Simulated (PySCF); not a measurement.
## ²⁹Si chemical shifts

Computed data (PySCF): coordinates at the GFN2-xTB level, σ from GIAO-PBE0/pcSseg-1. A single conformation, in vacuum, one averaged value for each set of equivalent atoms, non-relativistic Hamiltonian.

Shieldings were converted by a linear fit to measured shifts: ²⁹Si: δ = 279.94 − 0.822σ (rms 8.9 ppm, 72 shifts, 25.8 ppm with the 6 outliers that the fit left out vs TMS, solution or neat liquid). Occasional misses reach two or three times the rms, and more in compound classes unlike the fitted ones.

Problem. Give the ²⁹Si shifts of `N#C[C@H]1C[Si@@H](N([SiH3])[SiH3])C1`, `CC(=O)N(C)[SiH2]N`, `FC(F)(F)S/C=C/O[SiH3]`, `C=CC[Si@@H](O)[C@H](Cl)C=C`, `CC(=O)c1cnnn1[SiH](C)C`, `FC[Si]([SiH3])([SiH3])CC[SiH3]`.

Solution. 
| compound | environment | δ (ppm) |
| --- | --- | --- |
| [N:1]#[C:2][C@H:3]1[CH2:4][Si@@H:5]([N:6]([SiH3:7])[SiH3:8])[CH2:9]1 | Si5: silicon bonded to 2 C, N, H, in a 4-membered ring | -16.1 |
| [N:1]#[C:2][C@H:3]1[CH2:4][Si@@H:5]([N:6]([SiH3:7])[SiH3:8])[CH2:9]1 | Si7/8: silicon bonded to N, 3 H (×2) | -52.1 |
| CC(=O)N(C)[SiH2]N | silicon bonded to 2 N, 2 H | -36.1 |
| FC(F)(F)S/C=C/O[SiH3] | silicon bonded to O, 3 H | -39.2 |
| C=CC[Si@@H](O)[C@H](Cl)C=C | silicon bonded to 2 C, O, H | -14.8 |
| CC(=O)c1cnnn1[SiH](C)C | silicon bonded to 2 C, N, H | -11.2 |
| [F:1][CH2:2][Si:3]([SiH3:4])([SiH3:5])[CH2:6][CH2:7][SiH3:8] | Si3: silicon bonded to 2 C, 2 Si | -42.0 |
| [F:1][CH2:2][Si:3]([SiH3:4])([SiH3:5])[CH2:6][CH2:7][SiH3:8] | Si8: silicon bonded to C, 3 H | -61.6 |
| [F:1][CH2:2][Si:3]([SiH3:4])([SiH3:5])[CH2:6][CH2:7][SiH3:8] | Si4/5: silicon bonded to Si, 3 H (×2) | -101.0 |

Problem. Order these by ²⁹Si shift, lowest first.
A. C=Cc1cc(S[SiH3])nn1C
B. CN(C)[SiH2]C(N)=O
C. FC(F)(F)CO[SiH]1C=CC=C1

Solution. A (-61.3 ppm, silicon bonded to S, 3 H), B (-41.3 ppm, silicon bonded to C, N, 2 H), C (-14.8 ppm, silicon bonded to 2 C, O, H, in a 5-membered ring).
